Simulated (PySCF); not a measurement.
Isomers of C6H8N4, mass 136.075 u with the commonest isotopes. Theory: PBE0/pcSseg-1 in PySCF (dipole) on a GFN2-xTB geometry, gas phase. One conformer each, none proved a minimum here; rigid rotors.

Question: Order these by rotational constant A, smallest first.
A. `[CH3:1][CH2:2][n:3]1[n:4][n:5][c:6]([CH3:7])[c:8]1[C:9]#[N:10]` with C1–C2–N3–N4 -107°
B. `[CH3:1][CH2:2][CH2:3][n:4]1[cH:5][c:6]([C:7]#[N:8])[n:9][n:10]1` with C1–C2–C3–N4 68°, C2–C3–N4–C5 84°
C. `[CH3:1][CH2:2][n:3]1[n:4][n:5][c:6]([C:7]#[N:8])[c:9]1[CH3:10]` with C1–C2–N3–N4 -91°
D. `[CH3:1][CH:2]([CH3:3])[n:4]1[n:5][n:6][cH:7][c:8]1[C:9]#[N:10]` with C1–C2–N4–N5 -61°

Answer: D (1742 MHz), A (1863 MHz), C (2920 MHz), B (3720 MHz).

Question: Order these by out-of-plane moment Σ m c² = (Ia + Ib − Ic)/2, smallest first.
A. `[CH3:1][CH2:2][n:3]1[n:4][n:5][c:6]([CH3:7])[c:8]1[C:9]#[N:10]` with C1–C2–N3–N4 -107°
B. `[CH3:1][CH2:2][CH2:3][n:4]1[cH:5][c:6]([C:7]#[N:8])[n:9][n:10]1` with C1–C2–C3–N4 68°, C2–C3–N4–C5 84°
C. `[CH3:1][CH2:2][n:3]1[n:4][n:5][c:6]([C:7]#[N:8])[c:9]1[CH3:10]` with C1–C2–N3–N4 -91°

Answer: A (22.45 u·Å²), C (25.77 u·Å²), B (54.49 u·Å²).

Question: Order these by radius of gyration √(Σ m r²/M), largest first.
A. `[CH3:1][CH2:2][CH2:3][n:4]1[cH:5][c:6]([C:7]#[N:8])[n:9][n:10]1` with C1–C2–C3–N4 68°, C2–C3–N4–C5 84°
B. `[CH3:1][CH2:2][n:3]1[n:4][n:5][c:6]([CH3:7])[c:8]1[C:9]#[N:10]` with C1–C2–N3–N4 -107°
C. `[CH3:1][CH2:2][n:3]1[n:4][n:5][c:6]([C:7]#[N:8])[c:9]1[CH3:10]` with C1–C2–N3–N4 -91°

Answer: A (2.421 Å), C (2.263 Å), B (2.159 Å).

```tsv
SMILES	point group	Ia (u·Å²)	Ib (u·Å²)	Ic (u·Å²)	κ	μa (D)	μb (D)	μc (D)
CCCn1cc(C#N)nn1	C1	135.86	716.10	742.98	-0.98	6.28	3.61	1.03
CCn1nnc(C)c1C#N	C1	271.30	385.38	611.78	-0.06	1.41	0.26	0.06
CC(C)n1nncc1C#N	Cs	290.18	386.43	567.91	-0.02	2.05	1.07	0.00
CCn1nnc(C#N)c1C	C1	173.06	549.62	671.14	-0.85	6.51	4.02	0.79
```
